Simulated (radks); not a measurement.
The rhenium ion Re2+, [Xe] 4f14 5d5. Method: non-relativistic Kohn-Sham, PBE, spin-polarised, spherical densities, point nucleus; computed with a radial shooting solver on a logarithmic mesh with Libxc functionals. Every spin shell is full or empty, so the densities are truly spherical. Functionals are evaluated on that one density, not self-consistently. Rank these exchange functionals by their error against the exact value of the orbitals, and give that value: LDA, B88, PBE, revPBE, AM05, SOGGA, B86b, G96, SCAN, r2SCAN, MS2, TASK, MVS.

Answer. Exact: -309.684 hartree. From best to worst, with 100 (|E| - |E exact|)/|E exact| (equal figures are ties): B86b +0.10, r2SCAN -0.10, SCAN +0.13, MVS +0.14, B88 +0.16, revPBE -0.17, PBE -0.26, G96 +0.55, MS2 -0.58, SOGGA -1.77, TASK -1.81, AM05 -3.62, LDA -3.83.
